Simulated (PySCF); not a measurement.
## TlB: one state, many levels of theory

State: ³Π (triplet), unpaired electrons σ ↑, π ↑. Set-up: basis Tl def2-TZVPP with ECP60, B def2-TZVPP; scalar-relativistic core potentials; PySCF 2.14. De refers to Tl + B in their high-spin ground configurations, without counterpoise correction. The functionals are run spin-unrestricted. A positive dipole means Tl(−)B(+).

```csv
Level,Re (Å),ωe (cm⁻¹),De (eV),μ (D),"CPU s a point (SCF and correlation, without the integrals)"
UHF,2.501,353,0.85,-2.70,0.67
UHF-MP2,2.448,380,1.45,n/a,1.1
UHF-SCS-MP2,2.464,374,1.26,n/a,n/a
UHF-CCSD,2.476,357,1.31,n/a,n/a
UHF-CCSD(T),2.473,356,1.43,n/a,27
LDA,2.426,356,2.25,-1.89,0.67
PBE,2.499,326,1.85,-2.19,1.5
r²SCAN,2.471,347,1.82,-2.14,1.2
r²SCANh,2.463,353,1.76,-2.17,1.5
PBE0,2.467,350,1.70,-2.30,1.8
M06-2X,2.482,340,1.47,-2.59,1.6
ωB97X,2.449,373,1.60,-2.51,1.8
B2PLYP,2.476,350,1.48,-2.47,1.3
```

The bond length runs from 2.426 Å (LDA) to 2.501 Å (UHF). De spans 0.85 eV (UHF, mean field) to 2.25 eV (LDA, local density). Correlation at CCSD(T) changes the Hartree–Fock bond energy by +0.58 eV; the triples alone change it by +0.12 eV.

Correlated steps freeze 5 core orbitals. These are scalar-relativistic numbers at best; spin–orbit coupling would shift them, the dissociation energy most. B2PLYP dipoles, levels and charges come from its SCF part alone. The state is the lowest determinant that a PBE0 search found; another state may lie lower at other levels.

The whole job (state search and all levels along the bond) took about 7.2 min on 1 thread of Intel Xeon Platinum 8375C @ 2.90GHz (shared host), peak memory 2 GiB.
